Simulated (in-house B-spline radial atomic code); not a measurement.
**CAM-B3LYP excitations of Pb V (Pb4+)**

Method: CAM-B3LYP. Computed with an all-electron radial atomic-structure program (B-spline basis): linear response of the closed shell [Xe] 4f14 5d10 with the functional's adiabatic kernel; scalar-relativistic (spin-free one-electron X2C), finite nucleus, no spin-orbit coupling, no double excitations, S, P, D and F terms only; shells from n = 3 respond. Only terms of natural parity with L up to 3 were computed.

Spin-orbit coupling is strong here, so these LS terms don't match observed levels.

Command:
```bash
python run_td.py task.json out
```
Settings (radii: box in bohr, nucleus in fm):
```
Z                        82
electrons                78
configuration            [Xe] 4f14 5d10
hamiltonian              x2c
method                   camb3lyp
box_radius               19.1
rms_radius               5.5012
intervals                70
```

Cost of the run: 15 s on 1 thread of Arm Neoverse N1, with other jobs on the host.

The lowest states, in the order of their Tamm-Dancoff energies; the method's threshold (minus the highest occupied level) is 65.36 eV. Labels give the largest channel, * marks a mixed state, and oscillator strengths are full-response dipole values. Semilocal kernels can invert the small singlet-triplet splittings of Rydberg terms. Energies in eV:

| state | full response | Tamm-Dancoff | oscillator strength |
| --- | --- | --- | --- |
| 5d → 6s 3D | 13.364 | 13.389 | - |
| 5d → 6s 1D | 14.458 | 14.500 | - |
| 5d → 6p 3P | 25.415 | 25.442 | - |
| 5d → 6p 3F | 25.662 | 25.679 | - |
| 5d → 6p 1F | 26.188 | 26.190 | - |
| 5d → 6p 1P | 27.145 | 27.247 | 1.03 |
| 5d → 6d 3S | ? | ? | - |
| 5d → 6d 3D | 39.68 | 39.68 | - |
| 5d → 6d 1D | 40.02 | 40.03 | - |
| 5d → 7s 3D | 40.49 | 40.49 | - |
| 5d → 7s 1D | 40.67 | 40.68 | - |
| 5d → 5f 3P | 42.55 | 42.58 | - |
| 5d → 6d 1S | 42.46 | 42.76 | - |
| 5d → 5f 3F | 43.08 | 43.09 | - |
| 5d → 5f 1F | 43.73 | 43.74 | - |
| 5d → 7p 3P | 44.89 | 44.90 | - |
| 5d → 7p 3F | 44.95 | 44.95 | - |
| 5d → 7p 1P* | ? | ? | ? |
| 5d → 7p 1F | 45.06 | 45.06 | - |
| 5d → 5f 1P* | 46.15 | 46.37 | 2.43 |
| 5d → 7d 3S | 50.33 | 50.33 | - |
| 5d → 7d 3D | 50.52 | 50.52 | - |

Where does 5d → 6d 3S lie?

At 39.26 eV in full response, 39.27 eV in Tamm-Dancoff.

Where does 5d → 7p 1P lie?

At 44.90 eV in full response, 44.96 eV in Tamm-Dancoff, oscillator strength 0.367.

How large is the singlet-triplet splitting of 5d → 6s (D terms) in Tamm-Dancoff?

1.11 eV, from the unrounded values.

What polarisabilities and dispersion coefficient does the method give?

Dipole 3.821 bohr³, quadrupole 11.43 bohr⁵, C6 20.28 hartree·bohr⁶ for two such species.
